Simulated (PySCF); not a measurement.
This PySCF input asks for the NMR shieldings of SMILES CC(C)[C@@H]1CS[C@H](BF)S1, C₆H₁₂BFS₂; the geometry comes from GFN2-xTB.

```python
import basis_set_exchange as bse
import numpy as np
from pyscf import gto, dft
from pyscf.prop import nmr

atoms = """
C    -2.256781    1.113067    0.101982
C    -1.425137   -0.117281   -0.259820
C    -2.190855   -1.388735    0.099513
C    -0.073984   -0.099593    0.459998
C     0.755794    1.133419    0.160110
S     2.428487    0.872337    0.836507
C     2.580242   -0.848229    0.194786
B     3.374078   -0.103121   -0.931518
F     4.700567   -0.053350   -0.840921
S     0.927202   -1.561707   -0.067123
H    -1.799121    2.027595   -0.265628
H    -3.245024    1.028708   -0.342815
H    -2.373049    1.188884    1.181041
H    -1.233078   -0.115775   -1.338158
H    -3.135169   -1.423686   -0.437344
H    -1.610502   -2.269746   -0.162956
H    -2.398847   -1.416069    1.166692
H    -0.221933   -0.195907    1.540100
H     0.365412    2.018291    0.659773
H     0.827522    1.310774   -0.912688
H     3.120386   -1.446114    0.925064
H     2.873382    0.365623   -1.881861
"""
names = dict.fromkeys(["C", "S", "B", "F", "H"], "pcSseg-1")
basis = {el: gto.basis.parse(bse.get_basis(n, elements=[el], fmt="nwchem")) for el, n in names.items()}
mol = gto.M(atom=atoms, basis=basis, charge=0, verbose=0)
mf = dft.RKS(mol, xc="PBE0")
mf.grids.level = 2
mf.grids.alignment = dft.numint.BLKSIZE   # the property module wants whole blocks of grid points
mf.conv_tol = 1e-9
mf.kernel()

calc = nmr.RKS(mf)   # GIAO
C = mf.mo_coeff
Co = C[:, mf.mo_occ > 0]
resp = mf.gen_response(singlet=True, hermi=2)
def vind(x):   # induced exchange potential for any number of trial vectors
    d = np.einsum("pi,xij,qj->xpq", C, 2 * x.reshape(-1, C.shape[1], Co.shape[1]), Co, optimize=True)
    return np.einsum("xpq,pi,qj->xij", resp(d - d.transpose(0, 2, 1)), C, Co, optimize=True).ravel()
mo1, _ = nmr.rhf.solve_mo1(calc, with_cphf=vind)
sigma = calc.kernel(mo1)
for i, s in enumerate(sigma):   # ppm
    print("%2d %-2s %9.2f" % (i, mol.atom_pure_symbol(i), np.trace(s) / 3))
```

Q: What does it print?

A: 
```
 0 C     163.02
 1 C     149.47
 2 C     158.71
 3 C     112.92
 4 C     138.47
 5 S     527.03
 6 C     140.08
 7 B      82.33
 8 F     298.83
 9 S     413.44
10 H      30.57
11 H      30.68
12 H      30.98
13 H      30.19
14 H      30.62
15 H      30.37
16 H      30.84
17 H      28.15
18 H      28.95
19 H      29.29
20 H      27.93
21 H      27.84
```

These numbers come from an equivalent density-fitted implementation of the same equations, which agrees with the script to about 0.01 ppm for H and up to a few tenths of a ppm for heavy atoms, so last digits may differ.

Size and cost of the density-fitted run: 244 basis functions, 67 s wall time on 1 thread of an Arm Neoverse V1, shared host; peak memory 1 GiB.
